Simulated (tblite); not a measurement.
C8H6ClP.
Structure used (GFN2-xTB), in Å, numbered top down from 1:
```xyz
16
C8H6ClP angstrom
C     -3.2070    0.4117    1.8643
C     -2.7306   -0.0512    0.8618
P     -2.1100   -0.9036   -0.5526
C     -0.3517   -0.3985   -0.4149
C      0.3050   -0.4485    0.8104
C      1.6486   -0.1385    0.9014
C      2.3455    0.2073   -0.2458
Cl     4.0271    0.5952   -0.1375
C      1.7126    0.2433   -1.4785
C      0.3677   -0.0639   -1.5576
H     -3.6043    0.8642    2.7256
H     -2.4584    0.1104   -1.4607
H     -0.2447   -0.7217    1.7000
H      2.1544   -0.1672    1.8541
H      2.2679    0.5105   -2.3639
H     -0.1298   -0.0405   -2.5175
```

Calculated harmonic vibrations of the isolated species, GFN2-xTB (tblite), most abundant isotopes, no scaling. The method is semi-empirical: single wavenumbers can be off by several per cent or more. Modes of hydrogen on phosphorus can be 10 to 20 % off. One conformer, not necessarily the lowest.

Harmonic wavenumbers (cm⁻¹): 26.4, 65.2, 105.1, 183.7, 231.5, 256.5, 283.2, 304.2, 365.3, 370.6, 461.2, 524.1, 597.2, 633.3, 649.8, 662.7, 690.3, 734.2, 785.7, 825.5, 863.3, 867.0, 907.0, 918.9, 982.2, 1103.2, 1126.5, 1130.1, 1192.4, 1259.6, 1314.4, 1388.5, 1443.9, 1565.8, 1572.4, 2193.2, 2212.2, 3064.7, 3074.8, 3099.4, 3101.8, 3369.4.

A = 2814, B = 457.4, C = 407.7 MHz; mass 167.990 u (most abundant isotopes); point group C1, symmetry number 1.

**Question.** Zero-point energy?

**Answer.** ½Σν̃ = 23253 cm⁻¹ = 278.17 kJ/mol.

**Question.** What is S at 350 K and 1 bar for an ideal gas of classical rigid rotors and harmonic oscillators?

**Answer.** Translation 176.09, rotation 130.84, vibration 146.34: S = 453.3 J/(mol K).

**Question.** And Cp and H(350 K) − H(0)?

**Answer.** Cp = 183.63 J/(mol K), of which vibrations give 150.37 (their classical limit is 42 R = 349.2); H(350 K) − H(0) = 38.16 kJ/mol without the zero-point energy, 26.52 from vibrations.

**Question.** What must be added to the electronic energy to get the Gibbs energy at 350 K and 1 bar?

**Answer.** ZPE + [H(350 K) − H(0)] − T·S = 278.17 + 38.16 − 158.65 = 157.68 kJ/mol.

**Question.** Which modes carry the vibrational entropy at 350 K?

**Answer.** 26.4 cm⁻¹: 26.78; 65.2 cm⁻¹: 19.29; 105.1 cm⁻¹: 15.36; 183.7 cm⁻¹: 10.84; 231.5 cm⁻¹: 9.03; 256.5 cm⁻¹: 8.25 J/(mol K); the other 36 give 56.79 together.

**Question.** Blend soft modes into free rotors: weight 1/[1 + (100 cm⁻¹/ν̃)⁴] for the oscillator and the rest for a rotor with moment μB/(μ + B), μ = h/(8π²ν), B = 10⁻⁴⁴ kg m². What vibrational entropy results?

**Answer.** 132.28 J/(mol K) in place of 146.34, which changes −T·S at 350 K by +4.92 kJ/mol.

**Question.** How do the functions run with temperature in this model?

**Answer.** 
| T (K) | S (J/(mol K)) | Cp (J/(mol K)) | H − H(0) (kJ/mol) | G − H(0) (kJ/mol) | ln q(vib) |
| --- | --- | --- | --- | --- | --- |
| 100 | 303.1 | 75.4 | 5.38 | -24.93 | 2.08 |
| 200 | 369.2 | 120.6 | 15.18 | -58.66 | 4.60 |
| 300 | 426.5 | 164.2 | 29.46 | -98.49 | 7.19 |
| 500 | 527.1 | 230.1 | 69.41 | -194.14 | 12.36 |
| 800 | 648.7 | 285.8 | 147.70 | -371.28 | 19.60 |
| 1000 | 715.0 | 308.2 | 207.22 | -507.82 | 23.96 |

q(vib) and H(0) count from the zero-point level.

Hindered rotation and anharmonicity are outside this model. Other conformers, if any are populated, would add a mixing term that is left out. The structure is chiral; the term R ln 2 for an equal mix with its mirror image is left out.

The run took 0.79 s on an Arm Neoverse V1 with one thread, on a shared host. This covers the Hessian and the dipole derivatives.
